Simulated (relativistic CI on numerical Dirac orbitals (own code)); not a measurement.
Method of calculation: Dirac-Coulomb-Breit CI, separate exchange-only KLI orbitals for each configuration, model QED (radiative potential, 1s self-energy scaled to tabulated hydrogen-like ionisation energies), unscaled Slater integrals (own radial code, finite nucleus).

The strongest absorption lines from the ground level of an ion, among the configurations computed and to levels below about 2120 eV (vacuum wavelength in nm, gf): 0.59778 (0.12), 1.9987 (0.038), 2.0762 (1.4), 2.0904 (0.39), 2.2492 (0.4), 3.3440 (0.39), 3.4057 (1.1), 3.4822 (0.55).

**Question.** Which ion is it?
A. Hf LII
B. Hg LXII
C. Os LVIII
D. Hf LIV

**Answer.** D. Hf LIV has 19 electrons and the ground level 3s²3p⁶3d ²D3/2; the strongest line goes to 3s²3p⁵3d² ²D°3/2. The pattern of lines fixes the number of electrons, and along that sequence the line energies rise steadily with the charge (about as its square where n changes within one kind of shell, about linearly where n is kept but much faster in heavy ions where fine structure, which grows about as Z⁴, sets the gap, and irregularly where shells cross), which fixes Z. Configurations outside the model, such as inner-shell arrays, can give stronger lines. At this charge energies of transitions that change n are usually good to better than 1 %, and those within a shell (Δn = 0) to a few per cent.

LS names give the leading component of a level, which can be under half, so a name can repeat, a term be missing and a line seem to break the LS rules.
